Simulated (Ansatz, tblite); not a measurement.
Forces on BeMe(SiH3) (CH₆BeSi) at its r2SCAN-D4/def2-TZVP geometry. The state is a singlet with charge 0.

The xTB rows come from tblite.

GFN1-xTB (tblite), largest force 0.78 eV/Å:

```xyz
9
positions Å, forces eV/Å
Be    0.141    0.244   -0.024   -0.346   -0.694    0.058
C     0.899    1.731   -0.152    0.162    0.327   -0.025
H     0.305    2.449   -0.729    0.295    0.083    0.128
H     1.875    1.664   -0.647   -0.119    0.287    0.106
H     1.077    2.192    0.828    0.092    0.150   -0.282
Si   -0.873   -1.692    0.147    0.023    0.057   -0.004
H    -0.041   -2.724    0.835   -0.555    0.183   -0.299
H    -1.238   -2.267   -1.182    0.011   -0.037    0.656
H    -2.145   -1.597    0.923    0.437   -0.357   -0.339
```

GFN2-xTB (tblite), largest force 0.86 eV/Å:

```
Be -0.390 -0.766 0.066
C 0.141 0.284 -0.022
H 0.320 0.064 0.148
H -0.150 0.298 0.124
H 0.090 0.140 -0.318
Si 0.152 0.288 -0.025
H -0.410 0.069 -0.200
H -0.022 -0.080 0.454
H 0.270 -0.297 -0.227
```

PBE0-D4/def2-TZVP (Ansatz), largest force 0.07 eV/Å:

```
Be 0.000 0.005 0.000
C 0.032 0.067 -0.003
H -0.017 -0.027 0.000
H -0.010 -0.034 -0.001
H -0.014 -0.029 0.006
Si -0.009 -0.008 0.001
H 0.015 0.008 0.003
H 0.006 0.008 -0.011
H -0.003 0.010 0.004
```
